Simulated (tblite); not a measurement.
Run record: tight-binding relaxation, `FC(F)O[C]1CCS1` [radical].

Computed with GFN2-xTB geometry optimisation, gas phase (tblite 0.8.0). Start geometry: from a force field or distance geometry. A driver script takes a list of jobs; this job's settings line and coordinates (Å) are shown.

Command:
```bash
OMP_NUM_THREADS=1 python probes_run.py task.json out
```

Input:
```
{"job": {"kind": "relax", "xc": "GFN2-xTB", "basis": "xTB"}, "charge": 0, "multiplicity": 2}
F      2.327100    -2.014400    -0.447900
C      2.093500    -0.760900     0.117100
F      3.209800    -0.554400     0.953200
O      0.992400    -0.780900     0.935300
C      0.013100     0.144700     0.645500
C     -1.383200    -0.377000     0.510200
C     -1.600100     0.515300    -0.695400
S      0.144800     0.679800    -1.063000
H      2.091400    -0.022200    -0.667700
H     -2.064500    -0.117700     1.371700
H     -1.502500    -1.448300     0.265200
H     -2.189500     1.426600    -0.492200
H     -2.136700    -0.111200    -1.449600
```

Output:
```
step      E/eV     max force
  0    -756.26554    3.314
  1    -756.62344    1.382
  2    -756.76253    0.997
  3    -756.86153    0.931
  4    -756.90960    0.464
  5    -756.93356    0.381
  6    -756.95918    0.350
  7    -756.97956    0.403
  8    -756.99505    0.343
  9    -757.00561    0.228
... (80 lines left out)
 90    -757.09499    0.071
 91    -757.09501    0.076
 92    -757.09561    0.037
 93    -757.09573    0.038
 94    -757.09582    0.025
 95    -757.09585    0.022
 96    -757.09590    0.016
 97    -757.09594    0.015
 98    -757.09597    0.012
 99    -757.09599    0.008
```

«max force» is the largest atomic force in eV/Å.

Q: From which step on does the largest force stay under 0.1 eV/Å, and how much energy is left to gain from there?

A: From step 46 (0.052 eV/Å), 11.2 meV above the end.

In short: energy lowered by 19.2 kcal/mol over 99 steps; largest atomic force 0.008 eV/Å at the end.

Q: Where do the atoms end?

A: 0.397 Å rms from the input after alignment:
```
atom  x, y, z in Å
F1     2.9167   -2.0072    0.0231
C2     2.2440   -0.8582    0.1576
F3     2.8840   -0.1563    1.1242
O4     0.9731   -1.1467    0.5110
C5     0.0503   -0.1441    0.2946
C6    -1.4149   -0.3931    0.4708
C7    -1.7995    0.5981   -0.6293
S8    -0.0644    0.7856   -1.1993
H9     2.3228   -0.2769   -0.7825
H10   -1.7891   -0.1456    1.4659
H11   -1.7089   -1.4210    0.2422
H12   -2.1918    1.5475   -0.2756
H13   -2.4267    0.1975   -1.4204
```

On an Arm Neoverse V1 with one thread (shared host), this took 0.59 s.
Labels such as C1 count atoms from 1, the log's own numbers from 0.
